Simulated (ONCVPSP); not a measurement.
# What one change does to a pseudopotential (caesium, ONCV)

ONCVPSP 4.0.1 input, shortened (lines: element, Z, core and valence counts, functional; n l f; lmax; l rc ep ncon nbas qcut; lloc lpopt rc5 dvloc0; l nproj debl; icmod fcfact rcfact), PBE, scalar-relativistic:

```
  Cs 55.00   11    2        4      upf
    1    0    2.00
    2    0    2.00
    2    1    6.00
    3    0    2.00
    3    1    6.00
    3    2   10.00
    4    0    2.00
    4    1    6.00
    4    2   10.00
    5    0    2.00
    5    1    6.00
    5    2    0.50
    6    0    0.50
    2
    0    3.85    0.00    5   10    1.80
    1    3.50    0.35    3    6    2.40
    2    4.00    0.00    4    8    2.40
    4    5    3.10    3.00
    0    2    1.60
    1    2    0.50
    2    2    2.20
    3    2.25    1.50
```

All-electron outer shells of the reference configuration (PBE, scalar-relativistic, ld1.x):

| shell | level (eV) | outermost node (bohr) | outermost maximum (bohr) |
| --- | --- | --- | --- |
| 5p | -13.57 | 0.89 | 1.79 |
| 6s | -2.14 | 2.11 | 4.74 |
| 5d | -0.47 | 1.06 | 3.51 |

Change: core correction Teter function, fcfact 2.25, rcfact 1.2.

Cutoffs: the cutoffs (Ha) at which the residual kinetic energy of the hardest occupied pseudo-wave falls to 1 and 0.1 mHa per electron; they do not see the model core or the augmentation charge, which bear on the density cutoff. Errors are all-electron minus pseudo energies relative to the spin-unpolarised reference configuration.

Question: How do hardness, ghosts and transferability respond?

Answer: The potential gets neither clearly harder nor softer (2.6 Ha and 11 Ha → 2.6 Ha and 11 Ha); both files keep a bound ghost (p); the number of tests with a reliable result goes from 4 to 3; of the 3 tests that both files solve, the error grows in 3 and shrinks in 0 by more than 15 % and 0.3 meV (median size 9.0 → 17.6 meV). That the errors move this way runs against the usual rule that smaller radii transfer better. A model core, the more so a compact one, raises the density cutoff, which this test does not measure.

| quantity | base | changed |
| --- | --- | --- |
| cutoff, loose | 2.6 Ha | 2.6 Ha |
| cutoff, tight | 11 Ha | 11 Ha |
| bound ghosts | p | p |
| GHOST(+) flags under 300 eV | s at 56.7 eV | s at 56.7 eV |
| tests with a reliable result | 4 of 4 | 3 of 4 |
| error for 5d0 6s1, meV [ΔE -0.84 eV] | +6.2 | +10 |
| error for 5d0 6s0.5, meV [ΔE 0.63 eV] | +9.5 | +18 |
| error for 5d1 6s0, meV [ΔE 0.83 eV] | +9.0 | +18 |
| s: phases at 3.90 bohr within 0.05 rad from the reference energy up to (Ha; the scan ends near 5) | 1.6 | 1.6 |
| p: phases at 3.54 bohr within 0.05 rad from the reference energy up to (Ha; the scan ends near 5) | 2.1 | 2.1 |
| d: phases at 4.07 bohr within 0.05 rad from the reference energy up to (Ha; the scan ends near 5) | 0.5 | 0.5 |
| rms error of d²Exc/dni dnj with the model core, mHa | 5.65 | 9.12 |

Base: The cutoffs count occupied waves only; projector 2 of the d channel, the hardest unoccupied one, needs 16 Ha at the loose tolerance. Changed file: The cutoffs count occupied waves only; projector 2 of the d channel, the hardest unoccupied one, needs 16 Ha at the loose tolerance. A true bound ghost makes a file unfit for plane-wave use even where its test errors are small: the radial tests pick states by their node count and pass the ghost by.
